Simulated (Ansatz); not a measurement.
# Predicting a hybrid from its neighbours: GeH3Cl

GeH3Cl has 5 atoms, charge 0, and is taken as a singlet. As SMILES, `[Cl][GeH3]`. The coordinates come from a PBE0-D4/def2-TZVP relaxation.

The vertical ionisation energy (to the doublet cation) y, in eV, basis def2-TZVP; a is the functional's share of exact exchange. Programs: Ansatz 0.2.0.

| functional | program | a | y (eV) |
| --- | --- | --- | --- |
| PBE | Ansatz | 0 | 10.88 |
| revPBE | Ansatz | 0 | 10.85 |
| B3LYP | Ansatz | 0.2 | ? |
| PBE0 | Ansatz | 0.25 | 11.19 |
| BHLYP | Ansatz | 0.5 | 11.28 |

Fit y = c + s·a to the known rows and predict B3LYP.


1. Means of the 4 rows: a = 0.1875, y = 11.050.
2. Σ(Δa)² = 0.17188, Σ(Δa·Δy) = 0.15, so the slope is 0.15/0.17188 = 0.8727.
3. Intercept: 11.050 − (0.8727) × 0.1875 = 10.886. The largest residual of the fit is 0.086.
4. B3LYP: 10.886 + (0.8727) × 0.2 = 11.06 eV.

The run gave 11.17 eV, so the prediction is off by -0.11 eV, about the scatter of the fit.
